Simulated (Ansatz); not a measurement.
C$_{2}$H$_{6}$BFS, SMILES `CB(S)CF` at its PBE0-D4/def2-TZVP geometry, where that method's forces vanish. Total charge 0; spin multiplicity 1.

```xyz
11

C     1.2577   -0.1321    0.8932
B    -0.0892   -0.3353    0.1392
S    -1.0243   -1.8392    0.4108
C    -0.6507    0.7457   -0.8590
F     0.1702    1.8628   -0.9637
H     1.2091    0.7931    1.4783
H     1.5444   -0.9514    1.5533
H     2.0599    0.0341    0.1658
H    -2.0652   -1.5921   -0.4057
H    -1.6446    1.0913   -0.5465
H    -0.7672    0.3231   -1.8657
```

Problem. What forces (eV/Å) does PBE-D4/def2-TZVPP give on these atoms in Ansatz? (An estimate is asked.)

Solution. The calculation gave: 
```
C1  -0.097 -0.059 -0.026
B2  -0.024  0.000 -0.019
S3   0.129 -0.214  0.208
C4  -0.120 -0.365  0.131
F5   0.391  0.559 -0.067
H6   0.008  0.182  0.111
H7   0.069 -0.153  0.133
H8   0.164  0.043 -0.130
H9  -0.215  0.052 -0.169
H10 -0.247  0.060  0.056
H11 -0.058 -0.105 -0.229
```
